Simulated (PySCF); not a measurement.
Isomers of C6H6F4O, one GFN2-xTB conformer each. Single-point energies are computed at PBE0/pcSseg-1 (PySCF, gas phase, no added dispersion term), electronic only.

Question: Rank them by PBE0/pcSseg-1 energy, lowest first (kcal/mol).
A. `[F:1][C@@H:2]1[CH2:3][CH2:4][C:5]([C:6]([F:7])([F:8])[F:9])=[CH:10][O:11]1` with F1–C2–C3–C4 -62°, C2–C3–C4–C5 -47°, C3–C4–C5–C6 -159°, C5–C10–O11–C2 8°
B. `[CH3:1][CH2:2]/[C:3](=[CH:4]/[C:5]([F:6])([F:7])[F:8])[C:9](=[O:10])[F:11]` with C1–C2–C3–C4 115°, C2–C3–C9–O10 142°
C. `[CH3:1]/[C:2]([C:3](=[O:4])[F:5])=[C:6](\[CH3:7])[C:8]([F:9])([F:10])[F:11]` with C1–C2–C3–O4 37°
D. `[CH3:1][C@@:2]1([F:3])[CH2:4][O:5][C@@H:6]1[C:7]([F:8])=[C:9]([F:10])[F:11]` with O5–C6–C7–F8 142°

Answer: A (0.0), C (0.2), B (2.6), D (55.6).

As drawn, the highest has a four-membered ring, which the lowest lacks. Neighbours under 2.5 kcal/mol apart (F[C@@H]1CCC(C(F)(F)F)=CO1 and C/C(C(=O)F)=C(\C)C(F)(F)F; C/C(C(=O)F)=C(\C)C(F)(F)F and CC/C(=C/C(F)(F)F)C(=O)F) can change places with a better method, another conformer or zero-point energy. GFN2-xTB itself gives, in the same order: 0.0, 16.2, 20.5, 41.6. Both levels put the same isomer lowest; measured from each level's own lowest isomer, the values differ by up to 17.9 kcal/mol (CC/C(=C/C(F)(F)F)C(=O)F: 20.5 against 2.6).

Question: Which frontier levels, dipoles and rotational constants go with these structures?

Answer: 
```json
{"SMILES": "F[C@@H]1CCC(C(F)(F)F)=CO1", "HOMO (eV, PBE0/pcSseg-1)": "-7.56", "LUMO (eV)": "-0.24", "dipole (D)": "3.00", "A, B, C (MHz)": "2247, 686.7, 640.2"}
{"SMILES": "C/C(C(=O)F)=C(\\C)C(F)(F)F", "HOMO (eV, PBE0/pcSseg-1)": "-8.40", "LUMO (eV)": "-2.12", "dipole (D)": "4.62", "A, B, C (MHz)": "1572, 965.3, 712.9"}
{"SMILES": "CC/C(=C/C(F)(F)F)C(=O)F", "HOMO (eV, PBE0/pcSseg-1)": "-8.87", "LUMO (eV)": "-2.38", "dipole (D)": "4.57", "A, B, C (MHz)": "1787, 739.1, 626.8"}
{"SMILES": "C[C@@]1(F)CO[C@@H]1C(F)=C(F)F", "HOMO (eV, PBE0/pcSseg-1)": "-7.30", "LUMO (eV)": "-0.07", "dipole (D)": "3.13", "A, B, C (MHz)": "1760, 826.7, 746.1"}
```

Question: As an exercise, what shares would exp(−E/RT) give at 1000 K from these electronic energies alone (no entropy, no degeneracies)?

Answer: RT = 1.987 kcal/mol: F[C@@H]1CCC(C(F)(F)F)=CO1 46.0 %, C/C(C(=O)F)=C(\C)C(F)(F)F 41.8 %, CC/C(=C/C(F)(F)F)C(=O)F 12.2 %, C[C@@]1(F)CO[C@@H]1C(F)=C(F)F under 0.1 %.
